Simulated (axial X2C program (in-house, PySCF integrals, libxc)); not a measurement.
Br or C: which binds elements of chip processing more strongly?

All values come from calculations with an in-house all-electron X2C program for linear molecules (integrals from PySCF), spin-free (one-electron X2C) or two-component (2c: spin–orbit coupling with atomic mean-field Coulomb and Gaunt terms, which also bring small scalar terms), in Dyall basis sets with cores contracted in-house; open shells are unrestricted.

Level PBE0, spin-free. Dyall triple-zeta sets: BBr v3z/cv3z; BC v3z/v3z; AlBr v3z/cv3z; AlC v3z/v3z; PBr v3z/cv3z; PC v3z/v3z; TiBr cv3z/cv3z; TiC cv3z/v3z; GaBr cv3z/cv3z; GaC cv3z/v3z; GeBr cv3z/cv3z; GeC cv3z/v3z; AsBr cv3z/cv3z; AsC cv3z/v3z; SnBr cv3z/cv3z; SnC cv3z/v3z; SbBr cv3z/cv3z; SbC cv3z/v3z.

Diatomic bonds are a first guide to the radicals met in plasma etching, cleaning and deposition, though surfaces and higher halides or oxides behave in their own way.

```tsv
element M	state of MBr	Re MBr (Å)	D0 MBr (eV)	state of MC	Re MC (Å)	D0 MC (eV)
B	M_S = 0, Λ = 0	1.889	4.52	M_S = 3/2, Λ = 0	1.478	4.63
Al	M_S = 0, Λ = 0	2.317	4.53	M_S = 3/2, Λ = 0	1.972	3.47
P	M_S = 1, Λ = 0	2.177	2.98	M_S = 1/2, Λ = 0	1.555	5.16
Ti	M_S = 3/2, Λ = 3	2.400	4.07	M_S = 1, Λ = 0	1.642	3.98
Ga	M_S = 0, Λ = 0	2.367	4.32	M_S = 3/2, Λ = 0	1.994	3.26
Ge	M_S = 1/2, Λ = 1	2.321	3.60	M_S = 1, Λ = 1	1.791	3.73
As	M_S = 1, Λ = 0	2.294	2.82	M_S = 1/2, Λ = 0	1.660	4.29
Sn	M_S = 1/2, Λ = 1	2.515	3.49	M_S = 1, Λ = 1	2.008	3.09
Sb	M_S = 1, Λ = 0	2.487	2.81	M_S = 1/2, Λ = 0	1.877	3.31
```

Q: Work out the energy at 0 K of MBr + C → MC + Br for each element.

A: ΔE = D0(MBr) − D0(MC) at PBE0, spin-free: B -0.11, Al 1.06, P -2.18, Ti 0.09, Ga 1.06, Ge -0.13, As -1.47, Sn 0.40, Sb -0.50 eV (negative: the exchange gives off energy).

Q: For which element is the exchange to C most and for which least favourable, and what is the energy of PBr + AlC → PC + AlBr?

A: P most (-2.18 eV), Al least (1.06 eV; too close to rank against Ga). The atoms cancel in the double exchange: ΔE = -2.18 − (1.06) = -3.24 eV, a figure less sensitive to errors in the atoms than D0 itself.

Each entry is the lowest single determinant of a limited PBE0 search at one distance. D0 = De minus the zero-point energy; De goes to single-determinant-based atoms at the same level (for ions the charge split of lowest energy) and is withheld (n/a) where an atom does not fit its ground term or J level. Main or longest-lived isotopes. One determinant is a doubtful description, or other states lie close, for BC, PBr, PC, TiBr, TiC, GeC, AsBr, AsC, SnC, SbBr, SbC; these need not be ground states, and all values refer to the states named. The functionals have no current term, which raises determinants with orbital currents. Spin-free values lack the spin–orbit lowering of the atoms, a third of the ²P splitting for halogens (0.036 eV for Cl, 0.152 eV for Br from NIST levels). These D0 were not checked against measured values; triple-zeta sets, frozen cores and single determinants leave errors of some tenths of an eV, more for transition metals.
